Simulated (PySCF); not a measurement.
Start geometry of `[SiH2](C=O)CBr` from a GFN2-xTB structure with every atom displaced at random (by about 0.01 Å) (Å):
```
atom  x, y, z in Å
O1    -1.8614    0.2150   -1.4099
C2    -1.7764    0.3455   -0.2230
Si3   -0.1403    0.1067    0.7233
C4     1.2424   -0.3153   -0.5651
Br5    2.9159   -0.5849    0.3436
H6    -2.6671    0.6104    0.3858
H7     0.2268    1.3591    1.4101
H8    -0.2655   -0.9921    1.6704
H9     1.0068   -1.2378   -1.0773
H10    1.3693    0.4725   -1.2790
```

Task: What comes out of this run: PBE0-D3(BJ)/def2-SVP geometry optimisation, gas phase (PySCF 2.14.0)?

Result: 
```
atom  x, y, z in Å
O1    -1.825    0.206   -1.242
C2    -1.662    0.338   -0.053
Si3    0.079    0.029    0.729
C4     1.191   -0.473   -0.705
Br5    2.992   -0.827   -0.066
H6    -2.529    0.642    0.599
H7     0.564    1.282    1.379
H8    -0.017   -1.056    1.749
H9     0.826   -1.386   -1.196
H10    1.255    0.320   -1.462
```

The energy falls by 8.7 kJ/mol over 6 energy and gradient evaluations, the largest force component goes from 0.0267 to 2.5e-04 Eh/bohr, and the atoms move by 0.064 Å rms after alignment. The bond that changes most is Si3–C4 (SiH2 silicon to sp3 C–Br carbon), which shortens by 0.054 Å. Bonds longer at the end by more than 0.005 Å: 8 of 9; shorter: 1. Among the angles that change most is Si3–C2–H6, from 116.5° to 120.1°. Rotational constants go from 9071, 846.1, 784.7 to 8689, 865.0, 798.1 MHz. The orientation of the end geometry is arbitrary; only internal coordinates are fixed.

The run used 117 basis functions and 44 SCF cycles in all.

No PBE0-D3(BJ)/def2-SVP frequencies stand behind this structure, so it isn't proved a minimum. One conformer, not necessarily the lowest.
